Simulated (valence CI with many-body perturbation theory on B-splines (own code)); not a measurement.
# E1 transitions of Pt VIII

Calculated by relativistic CI+MBPT: three valence electrons over a frozen Dirac-Fock core [Xe] 4f14, radial functions for each j: 7 s, 7 p, 8 d, 6 f, 4 g, 1 h, with the one-electron correlation potential Σ1 (screened to all orders), the two-electron term Σ2, the three-electron term Σ3, Breit, model QED; selected single and double excitations, second order for the rest, scaled by the run's own slope (own B-spline code, finite nucleus).

No measured levels were compared; by estimate terms of the open shell hold to 2 to 4 % of their energy, and close levels can change places; different configurations can be misplaced against each other by 1,000 to 8,000 cm⁻¹. The list stops below the first excitations out of the core.

Lines 201 to 250 of 436 in falling wavelength, among levels below 322260 cm⁻¹, chosen from the strongest by gf and those to the six lowest levels. Wavelengths and rates use the calculated energies, so an error of 2000 cm⁻¹ moves a line at 71.00 nm by 1.4 % and its rate by three times that or more. Electric multipoles are in the length gauge, E1 and E2 with the static RPA response of the core. Weak lines are less certain than strong ones. Lines between different terms over intervals too small for the method are left out, as are lines whose strength nearly cancels. The highest levels of a list are the least certain.

Levels are named by their leading jj configuration (3d3/2^4 stands for four electrons in 3d with j = 3/2), which in mixed levels can hold well under half, so a name can repeat and another be missing. Letters in brackets count levels of one name in rising energy.

```
λ vac (nm)                          Upper                      Lower   A (s⁻¹)  log gf  Branch %
     71.00          (5d5/2^2 6p1/2) J=5/2         (5d3/2^2 6s) J=3/2  4.60e+06   -2.68       0.0
     69.50      (5d3/2 5d5/2 6p3/2) J=5/2         (5d3/2^2 6s) J=3/2  7.90e+06   -2.46       0.0
     52.77          (5d3/2^2 6p1/2) J=5/2            (5d5/2^3) J=5/2  7.03e+05   -3.75       0.0
     52.03          (5d3/2^2 6p1/2) J=5/2  (5d3/2 5d5/2^2) J=3/2 [b]  3.44e+06   -3.08       0.1
     51.18          (5d3/2^2 6p1/2) J=3/2            (5d5/2^3) J=5/2  5.53e+06   -3.06       0.0
     50.48          (5d3/2^2 6p1/2) J=3/2  (5d3/2 5d5/2^2) J=3/2 [b]  3.27e+07   -2.30       0.2
     48.39  (5d3/2 5d5/2 6p1/2) J=7/2 [a]            (5d5/2^3) J=5/2  1.76e+07   -2.31       0.2
     48.07  (5d3/2 5d5/2 6p1/2) J=5/2 [a]            (5d5/2^3) J=5/2  1.56e+07   -2.49       0.1
     47.45  (5d3/2 5d5/2 6p1/2) J=5/2 [a]  (5d3/2 5d5/2^2) J=3/2 [b]  4.64e+05   -4.03       0.0
     47.13          (5d3/2^2 6p1/2) J=1/2  (5d3/2 5d5/2^2) J=3/2 [b]  5.09e+07   -2.47       0.3
     46.96          (5d3/2^2 6p1/2) J=5/2            (5d5/2^3) J=3/2  5.13e+06   -2.99       0.1
     46.23          (5d3/2^2 6p1/2) J=5/2  (5d3/2 5d5/2^2) J=7/2 [b]  7.26e+03   -5.86       0.0
     46.19  (5d3/2 5d5/2 6p1/2) J=3/2 [a]            (5d5/2^3) J=5/2  2.64e+07   -2.47       0.2
     45.84          (5d3/2^2 6p1/2) J=5/2  (5d3/2 5d5/2^2) J=5/2 [c]  7.22e+07   -1.87       1.8
     45.83  (5d3/2 5d5/2 6p1/2) J=5/2 [b]            (5d5/2^3) J=5/2  1.74e+07   -2.48       0.1
     45.69          (5d3/2^2 6p1/2) J=3/2            (5d5/2^3) J=3/2  1.73e+07   -2.66       0.1
     45.62  (5d3/2 5d5/2 6p1/2) J=3/2 [a]  (5d3/2 5d5/2^2) J=3/2 [b]  1.46e+06   -3.74       0.0
     45.61  (5d3/2 5d5/2 6p1/2) J=7/2 [b]            (5d5/2^3) J=5/2  7.86e+07   -1.71       0.4
     45.33      (5d3/2 5d5/2 6p1/2) J=1/2  (5d3/2 5d5/2^2) J=3/2 [b]  1.32e+06   -4.09       0.0
     45.27  (5d3/2 5d5/2 6p1/2) J=5/2 [b]  (5d3/2 5d5/2^2) J=3/2 [b]  2.05e+05   -4.42       0.0
     45.01  (5d3/2 5d5/2 6p1/2) J=3/2 [b]            (5d5/2^3) J=5/2  1.65e+08   -1.70       0.9
     44.94          (5d3/2^2 6p1/2) J=5/2  (5d3/2 5d5/2^2) J=5/2 [b]  2.47e+07   -2.35       0.6
     44.63          (5d3/2^2 6p1/2) J=3/2  (5d3/2 5d5/2^2) J=5/2 [c]  3.83e+07   -2.34       0.2
     44.57          (5d3/2^2 6p3/2) J=3/2            (5d5/2^3) J=5/2  1.37e+07   -2.79       0.1
     44.47  (5d3/2 5d5/2 6p1/2) J=3/2 [b]  (5d3/2 5d5/2^2) J=3/2 [b]  5.14e+05   -4.21       0.0
     44.32          (5d3/2^2 6p3/2) J=5/2            (5d5/2^3) J=5/2  2.50e+06   -3.36       0.0
     44.04          (5d3/2^2 6p3/2) J=3/2  (5d3/2 5d5/2^2) J=3/2 [b]  3.91e+06   -3.34       0.0
     44.00          (5d3/2^2 6p3/2) J=7/2            (5d5/2^3) J=5/2  2.56e+07   -2.23       0.1
     43.79          (5d3/2^2 6p3/2) J=5/2  (5d3/2 5d5/2^2) J=3/2 [b]  1.03e+07   -2.75       0.0
     43.78          (5d3/2^2 6p1/2) J=3/2  (5d3/2 5d5/2^2) J=5/2 [b]  9.02e+06   -2.98       0.1
     43.29          (5d3/2^2 6p1/2) J=5/2  (5d3/2 5d5/2^2) J=3/2 [a]  7.14e+07   -1.92       1.8
     43.22          (5d3/2^2 6p3/2) J=1/2  (5d3/2 5d5/2^2) J=3/2 [b]  3.88e+07   -2.66       0.2
     43.19  (5d3/2 5d5/2 6p1/2) J=5/2 [a]            (5d5/2^3) J=3/2  4.01e+07   -2.17       0.3
     42.92          (5d3/2^2 6p1/2) J=1/2            (5d5/2^3) J=3/2  5.61e+07   -2.51       0.3
     42.88          (5d5/2^2 6p1/2) J=7/2            (5d5/2^3) J=5/2  5.78e+07   -1.89       0.3
     42.83  (5d3/2 5d5/2 6p1/2) J=7/2 [a]  (5d3/2 5d5/2^2) J=7/2 [b]  8.25e+07   -1.74       1.2
     42.58  (5d3/2 5d5/2 6p1/2) J=5/2 [a]  (5d3/2 5d5/2^2) J=7/2 [b]  3.09e+07   -2.30       0.2
     42.58  (5d3/2 5d5/2 6p1/2) J=7/2 [a]            (5d5/2^3) J=9/2  2.04e+06   -3.35       0.0
     42.53          (5d3/2^2 6p1/2) J=3/2      (5d3/2 5d5/2^2) J=1/2  4.23e+07   -2.34       0.3
     42.49  (5d3/2 5d5/2 6p1/2) J=7/2 [a]  (5d3/2 5d5/2^2) J=5/2 [c]  1.54e+07   -2.48       0.2
     42.42          (5d3/2^2 6p1/2) J=5/2  (5d3/2 5d5/2^2) J=5/2 [a]  1.93e+07   -2.51       0.5
     42.25  (5d3/2 5d5/2 6p1/2) J=5/2 [a]  (5d3/2 5d5/2^2) J=5/2 [c]  8.91e+07   -1.84       0.6
     42.21          (5d3/2^2 6p1/2) J=3/2  (5d3/2 5d5/2^2) J=3/2 [a]  8.66e+07   -2.03       0.5
     42.16          (5d5/2^2 6p1/2) J=3/2            (5d5/2^3) J=5/2  3.34e+07   -2.45       0.2
     42.04          (5d5/2^2 6p1/2) J=5/2            (5d5/2^3) J=5/2  2.85e+07   -2.34       0.2
     42.03          (5d3/2^2 6p1/2) J=5/2  (5d3/2 5d5/2^2) J=7/2 [a]  5.00e+07   -2.10       1.2
     41.72  (5d3/2 5d5/2 6p1/2) J=7/2 [a]  (5d3/2 5d5/2^2) J=5/2 [b]  2.48e+07   -2.29       0.4
     41.69          (5d5/2^2 6p1/2) J=3/2  (5d3/2 5d5/2^2) J=3/2 [b]  2.10e+07   -2.66       0.1
     41.67  (5d3/2 5d5/2 6p1/2) J=3/2 [a]            (5d5/2^3) J=3/2  1.92e+04   -5.70       0.0
     41.57          (5d5/2^2 6p1/2) J=5/2  (5d3/2 5d5/2^2) J=3/2 [b]  2.71e+07   -2.38       0.2
```

**Question.** How does gf follow from A for the line at 50.48 nm?

**Answer.** gf = 1.4992 × (2J+1)_upper × A / σ², with σ = 198080 cm⁻¹ and 2J+1 = 4: gf = 0.00499.
